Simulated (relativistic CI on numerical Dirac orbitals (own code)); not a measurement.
**How well does a small relativistic CI reproduce Mg²⁺?**

Computed by Dirac-Coulomb-Breit CI, KLI orbitals optimised for each configuration, model QED, valence Slater integrals scaled by 0.85, P86 correlation energy added to each configuration (own radial code, finite nucleus).

CI space (outside the closed core 1s2): 2s2.2p6, 2s2.2p5.3s, 2s2.2p5.3p, 2s2.2p5.3d, 2s2.2p5.4s, 2s2.2p5.4p, 2s2.2p5.4d, 2s2.2p5.4f, 2s2.2p5.5s, 2s2.2p5.5p, 2s2.2p5.5d, 2s2.2p5.5f, 2s2.2p5.5g, 2s2.2p4.3s2, 2s2.2p4.3s.3p, 2s.2p6.3s, 2s2.2p4.3p2, 2s2.2p4.3s.3d, 2s.2p6.3p. Levels of other configurations are missing.

| Configuration | Term (tabulated) | J | Measured (cm⁻¹) | Computed | Error | Purity (%) |
| --- | --- | --- | --- | --- | --- | --- |
| 2s2.2p6 | 1S | 0 | 0.0 | 0 | 0 | 100 |
| 2s2.2p5.3s | 3P° | 2 | 425640.3 | 422937 | -2703 | 100 |
| 2s2.2p5.3s | 3P° | 1 | 426868.1 | 424131 | -2737 | 94 |
| 2s2.2p5.3s | 3P° | 0 | 427852.1 | 425123 | -2729 | 100 |
| 2s2.2p5.3s | 1P° | 1 | 431530.0 | 428431 | -3099 | 94 |
| 2s2.2p5.3p | 3S | 1 | 467378.5 | 465515 | -1864 | 98 |
| 2s2.2p5.3p | 3D | 3 | 474053.2 | 471031 | -3022 | 100 |
| 2s2.2p5.3p | 3D | 2 | 474655.0 | 471574 | -3081 | 86 |
| 2s2.2p5.3p | 3D | 1 | 475502.9 | 472407 | -3096 | 87 |
| 2s2.2p5.3p | 1P | 1 | 478374.5 | 474772 | -3603 | 58 |
| 2s2.2p5.3p | 3P | 0 | 479265.3 | 475494 | -3771 | 100 |
| 2s2.2p5.3p | 3P | 1 | 479456.0 | 475736 | -3720 | 65 |
| 2s2.2p5.3p | 1S | 0 | 496012.1 | 494110 | -1902 | 93 |
| 2s2.2p5.3d | 3P° | 0 | 530178.2 | 526448 | -3730 | 100 |
| 2s2.2p5.3d | 3P° | 1 | 530420.6 | 526687 | -3734 | 97 |
| 2s2.2p5.3d | 3P° | 2 | 530962.9 | 527208 | -3755 | 91 |
| 2s2.2p5.3d | 3F° | 4 | 531563.0 | 527812 | -3751 | 100 |
| 2s2.2p5.3d | 3F° | 3 | 531833.1 | 528147 | -3686 | 69 |
| 2s2.2p5.3d | 3F° | 2 | 532725.7 | 528911 | -3815 | 68 |
| 2s2.2p5.3d | 3D° | 1 | 534197.7 | 530404 | -3793 | 75 |
| 2s2.2p5.3d | 3D° | 3 | 534923.6 | 531005 | -3918 | 58 |
| 2s2.2p5.3d | 1P° | 1 | 536152.0 | 532614 | -3538 | 74 |
| 2s2.2p5.4p | 2[5/2] | 3 | 561798.7 | 558343 | -3456 | 100 |

Measured levels from NIST levels in Kelleher and Podobedova, J. Phys. Chem. Ref. Data 37, 267 (2008); Martin and Zalubas, J. Phys. Chem. Ref. Data 9, 1 (1980); pairs were made by configuration, J and term (by order where the table uses no LS term), so strongly mixed levels may be paired wrongly.

Mean error by configuration (cm⁻¹): 2s2.2p5.3s -2817; 2s2.2p5.3p -3007; 2s2.2p5.3d -3747; 2s2.2p5.4p -3456. Over the excited levels the mean absolute error is 3296 cm⁻¹ (22 of the 33 excited levels that our extract of the source holds in range could be paired, and the others can miss by more), and the median relative error of those above 1,000 cm⁻¹ is 0.7 %.
